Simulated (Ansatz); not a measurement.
Ansatz (an electronic-structure program) input (B3LYP-D3(BJ)/def2-TZVP):

Ansatz 0.2 input:
```yaml
crystal:
  periodic: [false, false, false]
  atoms:
    - {symbol: Hf, position_ang: [-0.00000000, -0.00000000, -0.02567565]}
    - {symbol: H, position_ang: [0.00000000, 0.00000000, 1.84864666]}
basis:
  gaussian:
    orbitals: def2-TZVP
hamiltonian:
  xc: b3lyp
  dispersion: d3bj
magnetization: {spin_polarized: true, initial_magnetization: 3}
phonons: {temperatures: {t_min: 298.15, t_max: 298.15, t_step: 100}}
```

Output:

```
Functional definition: B3LYP
integrals: 0.01 GiB planned
441 factors; integrals over basis functions are off by at most 3.7e-4 eV
mean field: 0.13 GiB planned
mean field evaluation 1: about -1316.7732 eV, gradient 1.4e1 eV
mean field evaluation 2: about -1315.4098 eV, gradient 1.9e1 eV
mean field evaluation 4: about -1318.2499 eV, gradient 7.2e-1 eV
mean field evaluation 8: about -1318.2609 eV, gradient 3.0e-2 eV
mean field evaluation 16: about -1318.2609 eV, gradient 3.6e-5 eV
mean field evaluation 32: about -1316.7732 eV, gradient 1.4e1 eV
mean field evaluation 64: about -1318.6139 eV, gradient 2.1e-1 eV
mean field -1318.69719977 eV, -48.4612282466 hartree, gradient 3.1e-6 eV, S^2 3.751458; 12 other end points of the search recorded, 0 dependent functions left out
the calculation of the forces begins
reference -1318.69738189 eV, -48.4612349394 hartree; 8, 5 occupied and 38, 41 virtual orbitals, 441 factors
these checks for a lower state are left out or cut short: stability, starts, cluster_reference, orbital_swaps, neighbouring_geometries, increment
integrals: 0.01 GiB planned
441 factors; integrals over basis functions are off by at most 3.7e-4 eV
mean field: 0.13 GiB planned
mean field -1318.69719976 eV, -48.4612282461 hartree, gradient 1.6e-6 eV, S^2 3.751458; 0 other end points of the search recorded, 0 dependent functions left out
the calculation of the forces begins
reference -1318.69738188 eV, -48.4612349388 hartree; 8, 5 occupied and 38, 41 virtual orbitals, 441 factors
these checks for a lower state are left out or cut short: stability, starts, cluster_reference, orbital_swaps, neighbouring_geometries, increment
integrals: 0.01 GiB planned
441 factors; integrals over basis functions are off by at most 3.7e-4 eV
mean field: 0.13 GiB planned
mean field evaluation 96: about -1318.6972 eV, gradient 3.1e-5 eV
mean field -1318.69719976 eV, -48.4612282461 hartree, gradient 1.5e-6 eV, S^2 3.751458; 0 other end points of the search recorded, 0 dependent functions left out
the calculation of the forces begins
reference -1318.69738188 eV, -48.4612349388 hartree; 8, 5 occupied and 38, 41 virtual orbitals, 441 factors
these checks for a lower state are left out or cut short: stability, starts, cluster_reference, orbital_swaps, neighbouring_geometries, increment
integrals: 0.01 GiB planned
441 factors; integrals over basis functions are off by at most 3.7e-4 eV
mean field: 0.13 GiB planned
mean field -1318.69719976 eV, -48.4612282461 hartree, gradient 1.8e-6 eV, S^2 3.751458; 0 other end points of the search recorded, 0 dependent functions left out
the calculation of the forces begins
reference -1318.69738188 eV, -48.4612349388 hartree; 8, 5 occupied and 38, 41 virtual orbitals, 441 factors
these checks for a lower state are left out or cut short: stability, starts, cluster_reference, orbital_swaps, neighbouring_geometries, increment
integrals: 0.01 GiB planned
441 factors; integrals over basis functions are off by at most 3.7e-4 eV
mean field: 0.13 GiB planned
mean field -1318.69719976 eV, -48.4612282461 hartree, gradient 1.8e-6 eV, S^2 3.751458; 0 other end points of the search recorded, 0 dependent functions left out
the calculation of the forces begins
reference -1318.69738188 eV, -48.4612349388 hartree; 8, 5 occupied and 38, 41 virtual orbitals, 441 factors
these checks for a lower state are left out or cut short: stability, starts, cluster_reference, orbital_swaps, neighbouring_geometries, increment
integrals: 0.01 GiB planned
441 factors; integrals over basis functions are off by at most 3.7e-4 eV
mean field: 0.13 GiB planned
mean field -1318.69719381 eV, -48.4612280275 hartree, gradient 1.2e-6 eV, S^2 3.751459; 0 other end points of the search recorded, 0 dependent functions left out
the calculation of the forces begins
reference -1318.69737592 eV, -48.4612347198 hartree; 8, 5 occupied and 38, 41 virtual orbitals, 441 factors
these checks for a lower state are left out or cut short: stability, starts, cluster_reference, orbital_swaps, neighbouring_geometries, increment
integrals: 0.01 GiB planned
441 factors; integrals over basis functions are off by at most 3.7e-4 eV
mean field: 0.13 GiB planned
mean field -1318.69714811 eV, -48.4612263481 hartree, gradient 1.4e-6 eV, S^2 3.751457; 0 other end points of the search recorded, 0 dependent functions left out
the calculation of the forces begins
reference -1318.69733024 eV, -48.4612330413 hartree; 8, 5 occupied and 38, 41 virtual orbitals, 441 factors
these checks for a lower state are left out or cut short: stability, starts, cluster_reference, orbital_swaps, neighbouring_geometries, increment
integrals: 0.01 GiB planned
441 factors; integrals over basis functions are off by at most 3.7e-4 eV
mean field: 0.13 GiB planned
mean field evaluation 128: about -1318.6972 eV, gradient 3.1e-5 eV
mean field -1318.69719976 eV, -48.4612282461 hartree, gradient 1.5e-6 eV, S^2 3.751458; 0 other end points of the search recorded, 0 dependent functions left out
the calculation of the forces begins
reference -1318.69738188 eV, -48.4612349388 hartree; 8, 5 occupied and 38, 41 virtual orbitals, 441 factors
these checks for a lower state are left out or cut short: stability, starts, cluster_reference, orbital_swaps, neighbouring_geometries, increment
integrals: 0.01 GiB planned
441 factors; integrals over basis functions are off by at most 3.7e-4 eV
mean field: 0.13 GiB planned
mean field -1318.69719976 eV, -48.4612282461 hartree, gradient 1.6e-6 eV, S^2 3.751458; 0 other end points of the search recorded, 0 dependent functions left out
the calculation of the forces begins
reference -1318.69738188 eV, -48.4612349388 hartree; 8, 5 occupied and 38, 41 virtual orbitals, 441 factors
these checks for a lower state are left out or cut short: stability, starts, cluster_reference, orbital_swaps, neighbouring_geometries, increment
integrals: 0.01 GiB planned
441 factors; integrals over basis functions are off by at most 3.7e-4 eV
mean field: 0.13 GiB planned
mean field -1318.69719976 eV, -48.4612282461 hartree, gradient 1.8e-6 eV, S^2 3.751458; 0 other end points of the search recorded, 0 dependent functions left out
the calculation of the forces begins
reference -1318.69738188 eV, -48.4612349388 hartree; 8, 5 occupied and 38, 41 virtual orbitals, 441 factors
these checks for a lower state are left out or cut short: stability, starts, cluster_reference, orbital_swaps, neighbouring_geometries, increment
integrals: 0.01 GiB planned
441 factors; integrals over basis functions are off by at most 3.7e-4 eV
mean field: 0.13 GiB planned
mean field -1318.69719976 eV, -48.4612282461 hartree, gradient 1.8e-6 eV, S^2 3.751458; 0 other end points of the search recorded, 0 dependent functions left out
the calculation of the forces begins
reference -1318.69738188 eV, -48.4612349388 hartree; 8, 5 occupied and 38, 41 virtual orbitals, 441 factors
these checks for a lower state are left out or cut short: stability, starts, cluster_reference, orbital_swaps, neighbouring_geometries, increment
integrals: 0.01 GiB planned
441 factors; integrals over basis functions are off by at most 3.7e-4 eV
mean field: 0.13 GiB planned
mean field -1318.69714811 eV, -48.4612263481 hartree, gradient 1.4e-6 eV, S^2 3.751457; 0 other end points of the search recorded, 0 dependent functions left out
the calculation of the forces begins
reference -1318.69733024 eV, -48.4612330413 hartree; 8, 5 occupied and 38, 41 virtual orbitals, 441 factors
these checks for a lower state are left out or cut short: stability, starts, cluster_reference, orbital_swaps, neighbouring_geometries, increment
integrals: 0.01 GiB planned
441 factors; integrals over basis functions are off by at most 3.7e-4 eV
mean field: 0.13 GiB planned
mean field evaluation 160: about -1318.6972 eV, gradient 1.0e-5 eV
mean field -1318.69719381 eV, -48.4612280275 hartree, gradient 1.2e-6 eV, S^2 3.751459; 0 other end points of the search recorded, 0 dependent functions left out
the calculation of the forces begins
reference -1318.69737592 eV, -48.4612347198 hartree; 8, 5 occupied and 38, 41 virtual orbitals, 441 factors
Total energy: -1318.72654448 eV, -48.4623066447 hartree
Atom 0 at    -0.000000    -0.000000    -0.025676 Å, force     0.000000    -0.000000    -0.002240 eV/Å
Atom 1 at     0.000000     0.000000     1.848647 Å, force    -0.000000     0.000000     0.002240 eV/Å
Dipole moment:    -0.000000     0.000001    -0.471222 e Å
Vibrations: 1581.76 cm⁻¹, zero-point energy 0.098057 eV
```

The spin state was set by rule; other spins were not relaxed.
